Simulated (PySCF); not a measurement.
**Excitation energy of Hg by level of theory**

Hg [Xe] 4f14 5d10 6s2 (1S) → Hg [Xe] 4f14 5d10 6s1 6p1 (3P), as a difference of total energies. Computed with PySCF 2.14 in aug-cc-pwCVDZ-PP with ECP60MDF, with a scalar-relativistic core potential. Correlated levels: valence: 5s2 5p6 frozen; valence and next inner shell: nothing frozen outside the core potential. The calculations carry no spin-orbit coupling.

| method | excitation energy (eV) |
| --- | --- |
| UHF | 3.692 |
| LDA | 5.611 |
| PBE | 5.337 |
| PBE0 | 5.036 |
| r2SCAN | 5.135 |
| BLYP | 5.471 |
| HSE06 | 5.061 |
| r2SCANh | 5.051 |
| B2PLYP | 5.250 |
| MP2 (valence) | 5.341 |
| SCS-MP2 (valence) | 5.383 |
| MP2 (valence and next inner shell) | 5.466 |
| SCS-MP2 (valence and next inner shell) | 5.464 |

Task: How much does correlation contribute at MP2 (valence and next inner shell)?

Result: 5.466 − (3.692) = 1.774 eV, measured against UHF.
